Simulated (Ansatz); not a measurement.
`C[SiH](O)[Si](O)(F)F` + `O[SiH](O)O` → `O[SiH](O)O[Si](O)(F)F` + `C[SiH2]O`  (cleavage of the Si–Si bond)

Program: Ansatz. Geometries: PBE0-D4/def2-TZVP. ΔE: electronic, gas phase. CBS: MP2 limit from def2 TZ/QZ plus the TZ coupled-cluster correction, frozen cores. This one scheme is used for every species. DFT in def2-TZVPP. One conformer a species, not always the lowest.

```csv
level,ΔE (eV)
PBE,-1.24
r2SCAN,-1.53
```

Q: What does CCSD(T)/CBS give? (Best estimate.)

A: Computed: -1.58 eV. The listed levels differ from it by 0.34, 0.05 eV.

Largest T1 diagnostic among the species: 0.012.

From PBE to PBE0 (25 % exact exchange), in def2-TZVPP and without D4, ΔE moves by −0.15 eV. In def2-TZVPP, CCSD(T) changes the Hartree–Fock value by +0.25 eV (the triples alone add +0.04 eV) and MP2 by +0.21 eV.
